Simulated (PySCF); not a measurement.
Compound: C4H4FNSi.
SMILES: `C(C1=C[C@H](F)[SiH2]1)#N`

The closed-shell ground state was solved at several levels (PySCF, density fitting, gas phase, non-relativistic). Isolated species at its PBE0-D3(BJ)/def2-SVP geometry, gas phase.

```
         level  basis functions  total energy (Eh)  HOMO (eV)  LUMO (eV)  gap (eV)  dipole (D)
 PBE0/def2-SVP              122          -598.0577      -8.31      -2.02      6.29        3.21
PBE0/def2-TZVP              247          -598.5118      -8.38      -2.14      6.24        3.31
  PBE0/6-31+G*              138          -598.3734      -8.41      -2.14      6.27        3.34
```

Estimate the row for PBE0/aug-cc-pVDZ, a basis of 201 functions; the other rows only guide the guess.

Total energy -598.4191 Eh, HOMO -8.39 eV, LUMO -2.16 eV, gap 6.23 eV, dipole 3.30 D.

How much does the basis alone move the frontier levels among the 4 PBE0 rows (the withheld one included)?

The HOMO by 0.10 eV and the LUMO by 0.14 eV. By rising basis size (HOMO, LUMO in eV): def2-SVP -8.31, -2.02; 6-31+G* -8.41, -2.14; aug-cc-pVDZ -8.39, -2.16; def2-TZVP -8.38, -2.14.

How far do the dipole and the HOMO energy spread over the levels?

The dipole runs from 3.21 to 3.34 D (mean 3.29 D) and the HOMO from -8.41 to -8.31 eV.
